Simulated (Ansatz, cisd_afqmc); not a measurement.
Species: C3H9ClSi, charge 0, singlet. C3H9ClSi (chloro(trimethyl)silane, SMILES [Si](C)(Cl)(C)C).
B3LYP-D3(BJ)/def2-TZVP minimum from Ansatz (an electronic-structure program):
```
Si
C 1 1.8663
H 2 1.0913 1 111.01
H 2 1.0913 3 108.07 1 -121.96
H 2 1.0932 3 108.13 4 -116.82
C 1 1.8663 2 111.48 3 -177.47
H 6 1.0913 1 111.01 2 57.24
H 6 1.0913 7 108.07 1 -121.96
H 6 1.0932 7 108.13 8 -116.82
C 1 1.8663 2 111.48 3 57.24
H 10 1.0913 1 111.01 2 -177.47
H 10 1.0913 11 108.07 1 -121.96
H 10 1.0932 11 108.13 12 -116.82
Cl 1 2.0919 2 107.38 3 -60.11
```
Charge 0, spin multiplicity 1.

Total energies in cc-pV(T+d)Z, 32 correlated electrons, 13 frozen orbitals. Open shells are spin-unrestricted; no spin-orbit coupling. Correlated methods leave the cores frozen. No relativity. The Monte Carlo rows (phaseless AFQMC, CISD trial, step 0.005/hartree) carry one-sigma bars that omit the constraint's bias. Outlying blocks are dropped, and bars are widened where a walk drifts. Over all cases where full CI ran beside it in this data, AFQMC minus full CI had a median of +0.1 mEh and passed +0.4 mEh in a tenth of the cases.

```tsv
method	program	energy (Eh)	minus AFQMC/CISD (mEh)
HF	Ansatz	-867.45599	953.9 ± 0.6
MP2	Ansatz	-868.30597	103.9 ± 0.6
CCSD	Ansatz	-868.37077	39.1 ± 0.6
CCSD(T)	Ansatz	-868.40684	3.0 ± 0.6
AFQMC/CISD	cisd_afqmc	-868.4099 ± 0.0006	0.0
```
